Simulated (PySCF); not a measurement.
Successive ionisation energies of one element at GHF (screened spin-orbit), starting from the ion with 36 electrons. Calculated with PySCF 2.14, two-component X2C-1e (Gaussian nucleus, no Breit or QED terms), each ion in its own even-tempered basis; GMP2 freezes the deep shells of the larger ions and drops the highest virtual spinors; eV.

270.48, 294.23, 320.56, 348.03, 378.51, 407.16, 467.96, 497.75, 885.80, 946.75, 1013.4, 1083.1

(1) Which element is it?

Answers

(1) Silver (Ag, Z = 47); the list starts at Ag(11+). The hydrogenic estimate 13.606 eV × (q + 1)²/n² with q = 11 and n = 4 gives 122.45 eV for the first entry, a lower bound because the other electrons screen the nucleus only in part.
